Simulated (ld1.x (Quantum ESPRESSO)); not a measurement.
**PBE PAW dataset for zinc (Zn), scalar-relativistic all-electron reference.**

ld1.x (Quantum ESPRESSO) 7.5 input, shortened:

```
&input
   title='Zn', zed=30., rel=1, dft='PBE', iswitch=3,
   config='[Ar] 3d10 4s2 4p0'
 /
 &inputp
   pseudotype=3, lpaw=.true., tm=.true., lloc=-1, rcloc=1.10,
   nlcc=.false.,
   which_augfun='GAUSS', rmatch_augfun=1.40
 /
6
4S  1  0   2.00   0.00  2.10  2.25  0.0
4S  1  0   0.00   0.05  2.10  2.25  0.0
3P  2  1   6.00   0.00  1.30  1.50  0.0
4P  3  1   0.00   0.00  1.30  1.50  0.0
3D  3  2  10.00   0.00  1.35  1.45  0.0
3D  3  2   0.00   0.60  1.35  1.45  0.0
 &test
   configts(1)='3p6 3d10 4s2 4p0'
 /
```

All-electron outer shells of the reference configuration (PBE, scalar-relativistic, ld1.x):

| shell | level (eV) | outermost node (bohr) | outermost maximum (bohr) |
| --- | --- | --- | --- |
| 2p | -1004.03 | – | 0.15 |
| 3s | -129.23 | 0.28 | 0.59 |
| 3p | -83.40 | 0.25 | 0.59 |
| 3d | -10.14 | – | 0.57 |
| 4s | -5.98 | 0.85 | 2.09 |
| 4p | -1.12 | 0.92 | 3.08 |

(1) What does a ghost test show?

(2) Is the overlap operator S = 1 + Σ q|β⟩⟨β| positive definite (Bessel basis up to 400 Ry)?

Results:

(1) Ghost state, extra bound levels that the all-electron valence spectrum of the same l lacks: s at -131.6 eV (p not tested). A true bound ghost makes a file unfit for plane-wave use.

(2) No: its lowest eigenvalue is -1.297, in the p channel, so the generalised eigenproblem breaks down once the basis is large enough.

Its largest configuration-test error is +26 meV (3p6 3d10 4s0 4p0). Test run stopped at test 4 of 7 (negative rho), 1 before it not solved. Not counted: 3p6 3d9 4s0 4p0 (solver errors, printed error -3509 eV).

Its overlap operator is not positive definite in a basis up to 400 Ry (lowest eigenvalue p -1.30), so the file is unfit for use: the generalised eigenproblem breaks down once the basis is large enough, and its test numbers describe a broken file.
